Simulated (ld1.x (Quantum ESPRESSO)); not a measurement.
# argon (Ar): excitation energies, all-electron against PAW

```json
{
 "Element": "argon (Ar)",
 "Generator": "ld1.x (Quantum ESPRESSO) 7.5",
 "Type": "PAW",
 "Functional": "PBEsol",
 "Relativity": "scalar-relativistic",
 "Frozen core": "[Ne]",
 "Valence charge": "8",
 "Reference configuration": "3s2 3p6",
 "Partial waves": "3s (bound): rcut 0.95, rcutus 1.05 bohr; 3s channel at -0.1 Ry: rcut 0.95, rcutus 1.05 bohr; 3p (bound): rcut 1.00, rcutus 1.15 bohr; 3p channel at -0.25 Ry: rcut 1.00, rcutus 1.15 bohr; 3d channel at 0.15 Ry: rcut 0.85, rcutus 1.00 bohr; 3d channel at 1.7 Ry: rcut 0.85, rcutus 1.00 bohr",
 "Local potential": "all-electron potential smoothed inside 0.80 bohr (lloc = -1)",
 "Core correction": "Bessel-smoothed model core inside 0.60 bohr",
 "Augmentation charge": "PSQ, radius 0.95 bohr"
}
```

Energies are relative to the spin-unpolarised reference configuration 3s2 3p6; without spin polarisation the order of configurations can differ from experiment.

```csv
valence configuration,charge,ΔE all-electron (eV),error AE − PS (meV)
3s2 3p5,+1,16.014,-2.2
3s2 3p4,+2,44.618,-8.8
3s2 3p3,+3,87.140,-28
3s2 3p5.5,+0.5,6.526,-0.9
3s2 3p2,+4,144.713,-77
```

(1) What are ΔE and the potential's error for 3s1 3p6?

Levels in the configuration 3s1 3p6:

```csv
level,all-electron (eV),pseudo (eV)
3s,-37.221,-37.222
3p,-22.617,-22.618
```

Note: ghost state, extra bound levels that the all-electron valence spectrum of the same l lacks: s at -55.0 eV. A true bound ghost makes a file unfit for plane-wave use.

Answers

(1) ΔE = 30.580 eV all-electron; the error (AE − PS) is -2.7 meV.
